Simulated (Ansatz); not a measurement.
Relaxation of CHIOSi (5 atoms, charge 0, multiplicity 1), to a largest force component of 0.015 eV/Å in at most 40 steps.

Computed with Ansatz, RKS PBE-D4/def2-SVP.

```xyz
5
Properties=species:S:1:pos:R:3
O -0.273 -1.711 1.480
C 0.021 -1.000 0.612
Si 0.248 0.750 0.128
I 2.136 1.540 1.518
H -0.893 1.480 0.665
```

Where does it end, and by what steps?

The forces met the threshold. After 9 steps the energy has fallen by 1.463 eV; C2 moved furthest, 0.42 Å.

```tsv
step	energy less start (eV)	largest force component (eV/Å)	accepted
0	0.0000	2.593	yes
1	-0.8819	3.454	yes
2	-1.2882	3.251	yes
3	-1.3999	1.648	yes
4	-1.4453	0.157	yes
5	-1.4565	0.202	yes
6	-1.4608	0.384	yes
7	-1.4625	0.102	yes
8	-1.4628	0.018	yes
9	-1.4629	0.008	yes
```

```xyz
5
Properties=species:S:1:pos:R:3
O -0.169 -1.848 1.342
C -0.068 -0.768 0.947
Si 0.263 0.802 -0.073
I 2.143 1.426 1.544
H -0.929 1.447 0.643
```

Whether the end is a true minimum wasn't checked by a vibrational analysis.

The run took 30 s on 1 thread of Arm Neoverse V1, with other jobs on the host, peak memory 0.14 GiB.
